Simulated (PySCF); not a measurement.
SMILES OB(O)/C=[CH]\[GeH3] (C2H7BGeO2), GFN2-xTB optimised geometry. Atoms within 1.6 Å of the plane z = 0.0 Å (x, y, z in Å): O1 (0.65, 1.30, -0.01), B2 (1.40, 0.17, 0.00), O3 (2.75, 0.30, 0.01), C4 (0.61, -1.17, 0.00), C5 (-0.72, -1.17, 0.00), Ge6 (-1.83, 0.43, 0.00), H7 (1.15, 2.12, -0.01), H8 (3.26, -0.51, 0.02), H9 (1.14, -2.12, 0.00), H10 (-1.26, -2.12, 0.00), H11 (-3.26, -0.08, 0.01), H12 (-1.70, 1.28, 1.22), H13 (-1.71, 1.27, -1.23).

Calculation: PBE/def2-TZVP in PySCF 2.14.0. Cells within 0.4 Å of a nucleus heavier than hydrogen are left out (blank, or x).

Map of the log10 of the electron density (e/bohr³), floored at −4 on the plane z = 0.0 Å:

```
|00000000000000000000000000000|
|00000000000000000000000000000|
|00000000000000000000000000000|
|00000000000000000000000000000|
|00000000000000000000000000000|
|00000000000000001110000000000|
|00000000000001123321000000000|
|00000001122212344543100000000|
|00000012333333456754211000000|
|00001123444444678864332210000|
|000122345555457xx865444321000|
|001234456776557xx865666532000|
|001345568x9755688876787642100|
|002356779xx765567xx78x8753100|
|01245787799765567xx78x8753100|
|00235676667776677776778753100|
|001345555667x7778765567642100|
|001233444567xx8xx765445432000|
|00012223456787778764333220000|
|00000112357876677865321100000|
|00000001356765556764310000000|
|00000001245554345543210000000|
|00000000123332233332100000000|
|00000000012211112211000000000|
|00000000000000000000000000000|
|00000000000000000000000000000|
|00000000000000000000000000000|
|00000000000000000000000000000|
|00000000000000000000000000000|
```
Scale: ten equal steps from -4.00 (start of '0') to 0.272 (end of '9'), in the order '0123456789'; x runs from -5.50 to 5.50, y from -5.50 (bottom) to 5.50 (top).
